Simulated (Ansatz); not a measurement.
`[SiH3][SiH2]CC=S` → `[SiH3]CC=S` + `[SiH2]`  (silylene loss)

Gas-phase electronic energies from Ansatz, PBE0-D4/def2-TZVP geometries. CCSD(T)/CBS is the MP2 limit (def2-TZVPP, def2-QZVPP) plus CCSD(T) − MP2 in def2-TZVPP, frozen cores. This one scheme is used for every species. Functionals use def2-TZVPP. One conformer a species, not always the lowest.

```json
{"species": "`[SiH3][SiH2]CC=S`", "r2SCAN energy (Eh)": "-1058.10352"}
{"species": "`[SiH3]CC=S`", "r2SCAN energy (Eh)": "-767.42542"}
{"species": "`[SiH2]`", "r2SCAN energy (Eh)": "-290.57857"}
```

Work out ΔE.

ΔE = (-767.42542) + (-290.57857) − (-1058.10352) = 0.09953 Eh = +261.3 kJ/mol. CCSD(T)/CBS gives +240.4 kJ/mol.

Largest T1 diagnostic among the species: 0.016.

The D4 term adds +18.0 kJ/mol with B3LYP and +10.1 kJ/mol with PBE0; it sums over pairs of atoms, weighted by their polarisabilities, and B3LYP, whose exchange is more repulsive, gets the larger term. In def2-TZVPP, CCSD(T) changes the Hartree–Fock value by +26.4 kJ/mol (the triples alone add +6.7 kJ/mol) and MP2 by +41.9 kJ/mol. From PBE to PBE0 (25 % exact exchange), in def2-TZVPP and without D4, ΔE moves by +6.0 kJ/mol.

B3LYP here is the variant with VWN-RPA as its local correlation; programs differ in this.
